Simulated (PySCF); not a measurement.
## Computed properties of germyloxygermane (Ge2H6O), SMILES [GeH3][O][GeH3]

germyloxygermane (Ge₂H₆O), SMILES [GeH3][O][GeH3]. Geometry optimised at r2SCAN-D4/def2-SVP. One conformer was computed; it need not be the lowest. All values are computed for the isolated molecule unless a solvent is named; none is compared with measurement here.

**Structure.** The optimised structure has C2v symmetry. All 21 harmonic modes at r2SCAN-D4/def2-SVP (PySCF) are real, so it is a minimum. With heavy atoms numbered as in [O:1]([GeH3:2])[GeH3:6], the shortest bond between them is O1–Ge2 at 1.780 Å and the longest O1–Ge6 at 1.780 Å.

**Vibrations.** The strongest infrared lines (harmonic, unscaled, degenerate partners summed) lie at 804 cm⁻¹ (703 km/mol, H 56 %, O 32 %, Ge 12 %), 2136 cm⁻¹ (299 km/mol, H 98 %), 2137 cm⁻¹ (121 km/mol, H 99 %). The softest mode is at 61 cm⁻¹ and the zero-point energy is 31.9 kcal/mol.

**Electronic structure.** CAM-B3LYP/def2-TZVP (PySCF) places the frontier levels at -9.58 and 0.75 eV, a gap of 10.33 eV, and gives a dipole moment of 0.94 D and a mean polarisability of 62.6 bohr³. PBE/def2-TZVP (PySCF) at the same geometry gives -6.70 and -1.14 eV, so its gap is 4.77 eV narrower. An orbital gap is neither the optical nor the fundamental gap.

**Excitations.** TDDFT-ωB97X/def2-SVPD (PySCF) has S1 at 6.70 eV (185 nm, f = 0.003, weak); the most intense of the 10 singlets computed lies at 8.49 eV (f = 0.21). T1 (TDA) is at 6.34 eV. TDDFT-PBE/def2-SVPD (PySCF) puts S1 at 5.60 eV. No vertical singlet excitation falls in the visible range (under 3.1 eV).

**NMR.** GIAO shifts at PBE0/pcSseg-1 (PySCF) (non-relativistic, atoms alike by connectivity averaged): ¹H at 5.4 ppm against TMS.
